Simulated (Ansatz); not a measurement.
Molecule: HgH, net charge 0, doublet state. The spin state was set by rule; other spins were not relaxed. 
Coordinates optimised at B3LYP-D3(BJ)/def2-TZVP (Ansatz, a program for electronic structure):
SMILES: [HgH]
```xyz
2

Hg     0.0000     0.0000    -0.0222
H      0.0000     0.0000     1.7746
```
Charge 0, spin multiplicity 2.

Total electronic energies in hartree. Cores are frozen in the correlated levels unless marked. UHF or UKS for open shells. Spin-orbit coupling is left out. The frozen core is the preceding noble-gas configuration, with the filled d and f shells of earlier blocks. In def2 rows, elements after Kr have scalar-relativistic effective core potentials. CBS(X,Y): correlation extrapolated as X^-3; Hartree-Fock from the larger set. The bracket is a focal-point correction in the basis named.

```json
[
 {"level": "RI-HF/def2-TZVPPD", "program": "Ansatz", "energy (Eh)": "-153.06071"},
 {"level": "B3LYP-D4/def2-TZVPD", "program": "Ansatz + dftd4", "energy (Eh)": "-154.09906"},
 {"level": "PBE0/def2-SVP", "program": "Ansatz", "energy (Eh)": "-154.02224"},
 {"level": "PBE0-D4/def2-TZVP", "program": "Ansatz + dftd4", "energy (Eh)": "-154.03281"},
 {"level": "PBE0/def2-QZVPP", "program": "Ansatz", "energy (Eh)": "-154.03366"},
 {"level": "CAM-B3LYP-D4/def2-TZVPD", "program": "Ansatz + dftd4", "energy (Eh)": "-153.99428"},
 {"level": "B2GP-PLYP-D4/def2-TZVPD", "program": "Ansatz + dftd4", "energy (Eh)": "-153.74388"},
 {"level": "B2PLYP-D3(BJ)/def2-TZVPD", "program": "Ansatz + dftd3", "energy (Eh)": "-153.80721"},
 {"level": "B2PLYP-D4/def2-TZVPD", "program": "Ansatz + dftd4", "energy (Eh)": "-153.80714"},
 {"level": "RPA@PBE/def2-QZVPP", "program": "Ansatz", "energy (Eh)": "-153.65357"},
 {"level": "MP2/def2-SVP", "program": "Ansatz", "energy (Eh)": "-153.34669"},
 {"level": "MP2/def2-TZVPPD", "program": "Ansatz", "energy (Eh)": "-153.49506"},
 {"level": "MP2/CBS(def2-TZVPP,def2-QZVPP)", "program": "Ansatz", "energy (Eh)": "-153.5363"},
 {"level": "RI-MP2/def2-QZVPP", "program": "Ansatz", "energy (Eh)": "-153.51873"},
 {"level": "RI-MP2/def2-QZVPPD", "program": "Ansatz", "energy (Eh)": "-153.51887"},
 {"level": "SCS-MP2/def2-SVP", "program": "Ansatz", "energy (Eh)": "-153.31663"},
 {"level": "CCSD/def2-TZVPPD", "program": "Ansatz", "energy (Eh)": "-153.46781"},
 {"level": "CCSD(T)/def2-TZVPP", "program": "Ansatz", "energy (Eh)": "-153.48215"},
 {"level": "RI-MP2/CBS(def2-TZVPP,def2-QZVPP)+[CCSD(T)-MP2]/def2-TZVPP", "program": "Ansatz", "energy (Eh)": "-153.5243"},
 {"level": "RI-MP2/CBS(def2-TZVPP,def2-QZVPP)+[CCSD(T)-MP2]/def2-QZVPP", "program": "Ansatz", "energy (Eh)": "-153.5235"},
 {"level": "RI-MP2/CBS(def2-TZVPPD,def2-QZVPPD)+[CCSD(T)-MP2]/def2-QZVPPD", "program": "Ansatz", "energy (Eh)": "-153.5231"},
 {"level": "CCSD(T)/CBS(def2-TZVPP,def2-QZVPP)", "program": "Ansatz", "energy (Eh)": "-153.5229"},
 {"level": "CCSD(T)/CBS(def2-TZVPPD,def2-QZVPPD)", "program": "Ansatz", "energy (Eh)": "-153.5225"}
]
```

Totals of different functionals don't rank their quality; only differences between species are comparable.
